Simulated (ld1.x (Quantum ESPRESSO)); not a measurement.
**P ultrasoft: all-electron and pseudo phase curves**

- Element: P
- Generator: ld1.x (Quantum ESPRESSO) 7.5
- Type: ultrasoft
- Functional: LDA (PZ)
- Relativity: scalar-relativistic
- Frozen core: [Ne]
- Valence charge: 5
- Reference configuration: 3s2 3p3
- Partial waves: 3s (bound): rcut 1.15, rcutus 1.55 bohr; 3s channel at 1.8 Ry: rcut 1.15, rcutus 1.55 bohr; 3p (bound): rcut 1.25, rcutus 1.75 bohr; 3p channel at 1.25 Ry: rcut 1.25, rcutus 1.75 bohr; 3d channel at 0.4 Ry: rcut 1.00, rcutus 1.35 bohr; 3d channel at 1.35 Ry: rcut 1.00, rcutus 1.35 bohr
- Local potential: all-electron potential smoothed inside 1.05 bohr (lloc = -2)
- Core correction: a·sin(br)/r model core inside 0.85 bohr
- Augmentation charge: built from norm-conserving waves at rcut, not smoothed further

The phase is arctan(r·u′/u) with u = r·R(r), unwrapped; energies in Ry, scanned from -3 to 5 Ry. A pole is an energy at which the radial function vanishes at the test radius. The pseudo phase is shifted by a multiple of π to meet the all-electron one at the reference energy, and phase errors are pseudo minus all-electron; the curves can meet again beyond the range given. Levels narrower than the energy grid can be missing from the lists of poles.

```csv
channel,radius (bohr),reference energy (Ry),"poles, all-electron","poles, pseudo",unbroken range about the reference energy with phases within 0.05 rad,phase error 1 Ry above the reference energy (rad)
s,1.89,-1.03,1.80,1.80,the whole range,-0.000
p,1.89,-0.41,2.85,2.86,the whole range,-0.000
d,1.89,0.40,3.67,3.66,the whole range,+0.000
```

Phases in the s channel:

| E (Ry) | all-electron | pseudo |
| --- | --- | --- |
| -3.00 | 1.060 | 1.059 |
| -2.52 | 0.930 | 0.930 |
| -2.04 | 0.692 | 0.691 |
| -1.56 | 0.209 | 0.208 |
| -1.08 | -0.508 | -0.508 |
| -0.60 | -1.002 | -1.002 |
| -0.12 | -1.248 | -1.248 |
| 0.36 | -1.382 | -1.383 |
| 0.84 | -1.467 | -1.467 |
| 1.32 | -1.526 | -1.526 |
| 1.80 | -1.571 | -1.571 |
| 2.28 | -1.608 | -1.608 |
| 2.76 | -1.641 | -1.641 |
| 3.24 | -1.672 | -1.672 |
| 3.72 | -1.703 | -1.702 |
| 4.20 | -1.736 | -1.734 |
| 4.68 | -1.772 | -1.770 |
